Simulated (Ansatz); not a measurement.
Species: CH$_{9}$BSi$_{2}$, SMILES `CB([SiH3])[SiH3]` (charge 0, multiplicity 1).

### Question
Give a relaxed geometry from B3LYP-D3(BJ)/def2-TZVP (Ansatz, a first-principles code).

### Answer
the end point of this relaxation (outside a Z-matrix the atoms follow the SMILES, hydrogens last).
Cartesian coordinates (Å) in one orientation:
```xyz
13

C      0.576    -1.309    -1.025
B      0.058    -0.128    -0.150
Si     1.359     1.036     0.864
Si    -1.914     0.242     0.071
H      1.612    -1.231    -1.362
H      0.556    -2.165    -0.327
H     -0.066    -1.593    -1.860
H      2.648     0.357     1.159
H      1.654     2.197    -0.024
H      0.810     1.576     2.133
H     -2.194     1.701     0.073
H     -2.321    -0.285     1.403
H     -2.778    -0.397    -0.957
```
